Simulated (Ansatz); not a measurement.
Here is a job for Ansatz (an electronic-structure program).
Ansatz 0.2 input:
```yaml
crystal:
  periodic: [false, false, false]
  atoms:
    - {symbol: Si, position_ang: [-0.93914058, -0.05909830, 0.09076726]}
    - {symbol: Cl, position_ang: [0.97461320, 0.16226633, 0.14223307]}
    - {symbol: H, position_ang: [-1.23561501, -1.02080931, -1.23537998]}
    - {symbol: H, position_ang: [-1.54128465, 1.26673486, -0.44303158]}
    - {symbol: H, position_ang: [-1.43383658, -0.13891852, 1.19373071]}
basis:
  gaussian:
    orbitals: def2-SV_P_.json
hamiltonian:
  xc: pbe
relax: {}
```
The basis file holds def2-SV(P) in the JSON format of the Basis Set Exchange.

Task: Estimate the Mulliken (on the basis functions themselves) charges in atom order that PBE/def2-SV(P) (Ansatz) returns for this input.

Result: Si1 0.23, Cl2 -0.23, H3 0.00, H4 0.00, H5 0.00

Task: Predict the total energy at the end of the optimisation from PBE/def2-SV(P).

Result: -750.9359 Eh

Task: What dipole moment does PBE/def2-SV(P) give?

Result: 1.23 D

Task: What number of basis functions does PBE/def2-SV(P) give?

Result: 42
